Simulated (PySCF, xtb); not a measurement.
CH6ClFSi2, SMILES F[Si@H](Cl)C[SiH3]. The values are those of a single conformer.

Harmonic wavenumbers (cm⁻¹) from xtb with GFN2-xTB at its own minimum, in rising order: 40, 101, 114, 167, 189, 288, 483, 494, 531, 607, 642, 710, 715, 774, 782, 789, 796, 845, 1023, 1142, 1450, 2244, 2272, 2284, 2342, 2981, 2993.

**Question.** What does PBE0-D3(BJ)/def2-SVP in PySCF 2.14.0 give at its own minimum? (Estimate from the structure and the level; the computed values follow.)

**Answer.** 38, 99, 127, 202, 243, 347, 491, 529, 582, 678, 735, 770, 835, 837, 912, 940, 944, 949, 1016, 1088, 1367, 2234, 2246, 2255, 2292, 3068, 3137. Paired by order, the mean absolute difference is 63 cm⁻¹ and the zero-point energies are 39.7 and 41.4 kcal/mol.
